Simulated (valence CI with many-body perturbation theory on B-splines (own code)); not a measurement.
Ce8+: calculated level list

Method: valence CI with perturbative core correlation (CI+MBPT): four valence electrons over a frozen Dirac-Fock core [Kr] 4d10, radial functions for each j: 8 s, 8 p, 9 d, 9 f, 6 g, 3 h, 2 i, with the one-electron correlation potential Σ1, the two-electron term Σ2, the three-electron term Σ3, Breit, model QED; selected CI, second order for the rest, scaled by the run's own slope (own B-spline code, finite nucleus).

No measured levels were compared; by estimate levels hold to about 250 cm⁻¹ or 0.2 % of their energy and the worst to 1 %, as in measured heavy ions of charge 2 to 7; those with d or f electrons hold less well. Core correlation moves these levels by up to 44000 cm⁻¹, and in measured spectra 5 to 20 % of such shifts remained as error; rates that hang on mixing are uncertain with them.

Levels 1 to 45 of 65, with energies above the lowest level, 5s2 5p2 3P_0. "Leading %" is the weight of the configuration and term that name the level; weights of strongly mixed levels are sums over their largest components and can fall short. In the jj column 3d3/2^4 stands for four electrons in 3d with j = 3/2.

| No. | Configuration | Term | J | E (cm⁻¹) | Leading % | Leading jj | g |
| --- | --- | --- | --- | --- | --- | --- | --- |
| 1 | 5s2 5p2 | 3P | 0 | 0.0 | 82 | 5s^2 5p1/2^2 (94 %) |  |
| 2 | 5s2 5p2 | 3P | 1 | 23622 | 98 | 5s^2 5p1/2 5p3/2 (98 %) | 1.501 |
| 3 | 5s2 5p2 | 3P | 2 | 30143 | 49 | 5s^2 5p1/2 5p3/2 (92 %) | 1.250 |
| 4 | 5s2 5p2 | 3P | 2 | 59048 | 48 | 5s^2 5p3/2^2 (89 %) | 1.241 |
| 5 | 4f 5s2 5p | 3G | 3 | 71951 | 60 | 4f5/2 5s^2 5p1/2 (95 %) | 0.857 |
| 6 | 4f 5s2 5p | 3F | 3 | 76474 | 44 | 4f7/2 5s^2 5p1/2 (93 %) | 1.134 |
| 7 | 4f 5s2 5p | 3F | 2 | 77608 | 69 | 4f5/2 5s^2 5p1/2 (83 %) | 0.791 |
| 8 | 4f 5s2 5p | 3G | 4 | 78369 | 44 | 4f7/2 5s^2 5p1/2 (93 %) | 1.119 |
| 9 | 5s2 5p2 | 1S | 0 | 80790 | 80 | 5s^2 5p3/2^2 (92 %) |  |
| 10 | 4f 5s2 5p | 1F | 3 | 100360 | 34 | 4f5/2 5s^2 5p3/2 (89 %) | 0.938 |
| 11 | 4f 5s2 5p | 3F | 4 | 103430 | 53 | 4f7/2 5s^2 5p3/2 (60 %) | 1.159 |
| 12 | 4f 5s2 5p | 3G | 5 | 107450 | 98 | 4f7/2 5s^2 5p3/2 (98 %) | 1.200 |
| 13 | 4f 5s2 5p | 3D | 3 | 108030 | 64 | 4f7/2 5s^2 5p3/2 (85 %) | 1.235 |
| 14 | 4f 5s2 5p | 3D | 2 | 108300 | 67 | 4f5/2 5s^2 5p3/2 (88 %) | 1.033 |
| 15 | 4f 5s2 5p | 3D | 1 | 111610 | 97 | 4f5/2 5s^2 5p3/2 (97 %) | 0.498 |
| 16 | 4f 5s2 5p | 1G | 4 | 114820 | 81 | 4f5/2 5s^2 5p3/2 (59 %) | 1.021 |
| 17 | 4f 5s2 5p | 1D | 2 | 121320 | 74 | 4f7/2 5s^2 5p3/2 (88 %) | 1.015 |
| 18 | 5s 5p3 | 5S° | 2 | 154050 | 82 | 5s 5p1/2^2 5p3/2 (60 %) | 1.902 |
| 19 | 4f2 5s2 | 3H | 4 | 170490 | 96 | 4f5/2^2 5s^2 (84 %) | 0.803 |
| 20 | 4f2 5s2 | 3H | 5 | 172250 | 98 | 4f5/2 4f7/2 5s^2 (98 %) | 1.033 |
| 21 | 4f2 5s2 | 3H | 6 | 174130 | 98 | 4f7/2^2 5s^2 (81 %) | 1.166 |
| 22 | 4f2 5s2 | 3F | 2 | 176310 | 97 | 4f5/2^2 5s^2 (63 %) | 0.669 |
| 23 | 4f2 5s2 | 3F | 3 | 177430 | 98 | 4f5/2 4f7/2 5s^2 (98 %) | 1.083 |
| 24 | 4f2 5s2 | 3F | 4 | 177850 | 67 | 4f5/2 4f7/2 5s^2 (80 %) | 1.169 |
| 25 | 4f2 5s2 | 1G | 4 | 180510 | 66 | 4f7/2^2 5s^2 (88 %) | 1.076 |
| 26 | 5s 5p3 | 3D° | 1 | 182430 | 66 | 5s 5p1/2^2 5p3/2 (63 %) | 0.731 |
| 27 | 5s 5p3 | 3D° | 2 | 186760 | 64 | 5s 5p1/2 5p3/2^2 (66 %) | 1.294 |
| 28 | 4f2 5s2 | 1D | 2 | 190650 | 91 | 4f7/2^2 5s^2 (35 %) | 1.019 |
| 29 | 5s 5p3 | 3D° | 3 | 193910 | 76 | 5s 5p1/2 5p3/2^2 (76 %) | 1.326 |
| 30 | 4f2 5s2 | 1I | 6 | 194960 | 98 | 4f5/2 4f7/2 5s^2 (81 %) | 0.999 |
| 31 | 4f2 5s2 | 3P | 0 | 195680 | 97 | 4f5/2^2 5s^2 (62 %) |  |
| 32 | 4f2 5s2 | 3P | 1 | 196160 | 98 | 4f5/2 4f7/2 5s^2 (98 %) | 1.500 |
| 33 | 4f2 5s2 | 3P | 2 | 197050 | 93 | 4f7/2^2 5s^2 (55 %) | 1.476 |
| 34 | 4f 5s 5p2 | 5G° | 2 | 201860 | 74 | 4f5/2 5s 5p1/2^2 (68 %) | 0.469 |
| 35 | 4f 5s 5p2 | 5G° | 3 | 204610 | 54 | 4f5/2 5s 5p1/2^2 (41 %) | 1.070 |
| 36 | 4f 5s 5p2 | 5D° | 4 | 206870 | 42 | 4f7/2 5s 5p1/2^2 (67 %) | 1.343 |
| 37 | 5s 5p3 | 3P° | 0 | 213630 | 91 | 5s 5p1/2 5p3/2^2 (91 %) |  |
| 38 | 4f 5s 5p2 | 3G° | 3 | 216240 | 43 | 4f7/2 5s 5p1/2^2 (42 %) | 1.002 |
| 39 | 5s 5p3 | 3P° | 1 | 216250 | 65 | 5s 5p1/2 5p3/2^2 (68 %) | 1.335 |
| 40 | 5s 5p3 | 3P° | 2 | 217680 | 28 | 5s 5p1/2 5p3/2^2 (42 %) | 1.234 |
| 41 | 4f 5s 5p2 | 5G° | 4 | 219400 | 62 | 4f7/2 5s 5p1/2 5p3/2 (51 %) | 1.265 |
| 42 | 4f 5s 5p2 | 5D° | 3 | 219650 | 42 | 4f5/2 5s 5p1/2 5p3/2 (76 %) | 1.212 |
| 43 | 4f 5s 5p2 | 5D° | 2 | 222300 | 37 | 4f5/2 5s 5p1/2 5p3/2 (73 %) | 1.149 |
| 44 | 4f 5s 5p2 | 5G° | 5 | 222910 | 79 | 4f7/2 5s 5p1/2 5p3/2 (81 %) | 1.280 |
| 45 | 4f 5s 5p2 | 5F° | 1 | 225130 | 57 | 4f5/2 5s 5p1/2 5p3/2 (88 %) | 0.521 |

Names give the largest LS component (configuration and term), which can be under half, so a name can repeat, a term be missing and a line seem to break the LS rules; names also repeat where a configuration has a term twice.

Where two levels of one J and parity lie close, their mixing, g and order are uncertain.

The ionisation energy to 5s2 5p 2P°_1/2 of the next ion comes out as 125.6 eV (NIST: 125 ± 2.2 eV (theoretical)). All 65 levels together are meant to be complete up to 254170 cm⁻¹.
